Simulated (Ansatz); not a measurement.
Relaxation of C2H6ClNSi (11 atoms, charge 0, multiplicity 1), to a largest force component of 0.02 eV/Å in at most 50 steps.

Method: RKS B3LYP-D4/def2-SVP (Ansatz).

```xyz
11
Properties=species:S:1:pos:R:3
N -1.543 -0.557 0.281
C -0.187 -0.925 0.082
C 0.867 -0.156 0.682
Si 1.108 0.871 -0.740
Cl -0.460 2.251 -0.936
H -1.859 0.246 -0.383
H -1.714 -0.123 1.205
H 0.059 -1.571 -0.757
H 2.358 0.964 -0.031
H 0.664 0.358 1.653
H 1.336 0.278 -2.042
```

Problem. Where does it end, and by what steps?

Solution. It converged. After 19 steps the energy has fallen by 4.022 eV; H6 moved furthest, 2.02 Å.

| step | energy less start (eV) | largest force component (eV/Å) | accepted |
| --- | --- | --- | --- |
| 0 | 0.0000 | 4.901 | yes |
| 1 | -1.3167 | 2.067 | yes |
| 2 | -2.0626 | 0.994 | yes |
| 3 | -2.5855 | 0.622 | yes |
| 4 | -2.8965 | 0.728 | yes |
| 5 | -3.1102 | 0.669 | yes |
| 6 | -3.3017 | 0.577 | yes |
| 7 | -3.4657 | 0.482 | yes |
| 8 | -3.6213 | 0.371 | yes |
| 9 | -3.7690 | 0.347 | yes |
| 10 | -3.8523 | 0.741 | yes |
| 11 | -3.9290 | 0.790 | yes |
| 12 | -3.9759 | 0.434 | yes |
| 13 | -4.0026 | 0.453 | yes |
| 14 | -4.0189 | 0.263 | yes |
| 15 | -4.0190 | 0.132 | yes |
| 16 | -4.0220 | 0.071 | yes |
| 17 | -4.0224 | 0.035 | yes |
| 18 | -4.0224 | 0.024 | yes |
| 19 | -4.0224 | 0.002 | yes |

```xyz
11
Properties=species:S:1:pos:R:3
N -1.651 -1.076 0.694
C -0.653 -0.513 -0.046
C 0.263 0.399 0.370
Si 1.571 1.023 -0.751
Cl 1.268 3.032 -1.290
H -2.380 -1.607 0.240
H -1.862 -0.712 1.615
H -0.612 -0.895 -1.074
H 2.927 0.990 -0.137
H 0.197 0.774 1.400
H 1.559 0.221 -2.008
```

Run time: 65 s on 2 threads of Arm Neoverse V1, on a shared host, peak memory 0.25 GiB.
